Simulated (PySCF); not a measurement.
A structure optimised at B3LYP-D3(BJ)/def2-SVP, used in a PySCF frequency run:

```xyz
13

C      0.6698     2.4251     0.0000
C      0.1247     1.2328     0.0000
C     -0.3997     0.0291     0.0000
C     -1.8969    -0.2196     0.0000
Si     0.7731    -1.4456     0.0000
H      0.9066     2.9434    -0.9359
H      0.9066     2.9434     0.9359
H     -2.4636     0.7229     0.0000
H     -2.1962    -0.8043     0.8863
H     -2.1962    -0.8043    -0.8863
H      0.5230    -2.2945    -1.2046
H      0.5230    -2.2945     1.2046
H      2.1860    -0.9789     0.0000
```

Question: Write its SMILES, formula and point group.

Answer: C=C=C(C)[SiH3], C₄H₈Si, Cs

Question: What are its rotational constants (standard atomic weights)?

Answer: 5.2359, 2.7259, 1.8761 GHz
